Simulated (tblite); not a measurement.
Task: Give a GFN2-xTB geometry of InChI=1S/C2H9FSSi2/c1-2-6(3)4-5/h6H,2H2,1,5H3/t6-/m0/s1.

Result: 
Z-matrix in Å and degrees, rows numbered from 1:
```
C 
C   1  1.5254
Si  2  1.8873  1  112.50
F   3  1.6180  2  109.09  1    63.91
S   3  2.1386  2  108.63  1  -178.28
Si  5  2.1501  3  102.86  2  -164.31
H   1  1.0872  2  110.64  3   -59.08
H   1  1.0873  2  110.70  3    60.75
H   1  1.0882  2  110.75  3  -179.19
H   2  1.0923  1  109.24  3   121.80
H   2  1.0903  1  109.49  3  -122.22
H   3  1.4519  2  116.58  1   -51.62
H   6  1.4520  5  102.13  3   177.55
H   6  1.4543  5  108.87  3    57.45
H   6  1.4580  5  107.60  3   -63.16
```

Si6 (SiH3 silicon) is distorted tetrahedral (angles from 102.1° to 113.3°). Si3 (fluorine-bound silicon) is distorted tetrahedral (angles from 102.6° to 116.6°).

Computed geometry: GFN2-xTB, gas phase.

Point group: C1 (no symmetry element, even within 0.4 Å). Its GFN2-xTB frequencies are all real (lowest 28 cm⁻¹). One conformer, not necessarily the lowest (C1–C2–Si3–F4 64°, C2–Si3–S5–Si6 -164°).

Time: 1.7 s of wall time. Hardware: Intel Xeon at 2.50 GHz, one thread, on a shared host. This is the geometry optimisation.
